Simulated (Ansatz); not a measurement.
System: C4H7NSi, net charge 0, singlet state. 
Geometry from a B3LYP-D3(BJ)/def2-TZVP (Ansatz, a program for electronic structure) optimisation:
```
C
N 1 1.3820
H 2 1.0043 1 124.92
C 2 1.3656 3 124.39 1 180.00
C 4 1.3756 2 107.79 3 -180.00
H 4 1.0767 2 121.35 3 0.00
H 5 1.0771 4 125.85 6 0.00
C 1 1.3860 2 105.93 3 180.00
H 8 1.0777 1 124.97 2 -180.00
Si 1 1.8485 2 125.30 3 0.00
H 10 1.4787 1 107.74 2 180.00
H 10 1.4851 11 109.47 1 121.58
H 10 1.4851 11 109.47 12 116.84
```
Charge 0, spin multiplicity 1.

Total electronic energies in hartree. Valence correlation only, unless marked. Spin-orbit coupling is left out. No relativistic terms. Basis-set limits of correlation are two-point, X^-3; Hartree-Fock from the larger set.

```
level                                                             program  energy (Eh)
---------------------------------------------------------  --------------  -----------
HF/aug-cc-pV(Q+d)Z                                                 Ansatz   -499.01871
PBE/def2-TZVPD                                                     Ansatz   -500.53331
PBE-D4/def2-TZVPD                                          Ansatz + dftd4   -500.54533
r2SCAN-D4/def2-TZVPD                                       Ansatz + dftd4   -500.80834
PBE0/6-31G*                                                        Ansatz   -500.47369
PBE0-D3(BJ)/def2-TZVP                                      Ansatz + dftd3   -500.59066
HSE06/def2-TZVPD                                                   Ansatz   -500.56332
wB97X/def2-TZVPD                                                   Ansatz   -500.89271
MP2/cc-pV(T+d)Z                                                    Ansatz   -499.97246
MP2/cc-pV(Q+d)Z                                                    Ansatz   -500.05308
CCSD/6-31G*                                                        Ansatz   -499.68548
CCSD(T)/cc-pV(D+d)Z                                                Ansatz   -499.81135
CCSD(T)/cc-pV(Q+d)Z                                                Ansatz   -500.12895
CCSD(T) with core electrons (1s frozen past Ne)/cc-pwCVTZ          Ansatz   -500.57380
CCSD(T)/CBS(cc-pV(T+d)Z,cc-pV(Q+d)Z)                               Ansatz    -500.1697
```

Totals of different functionals don't rank their quality; only differences between species are comparable.
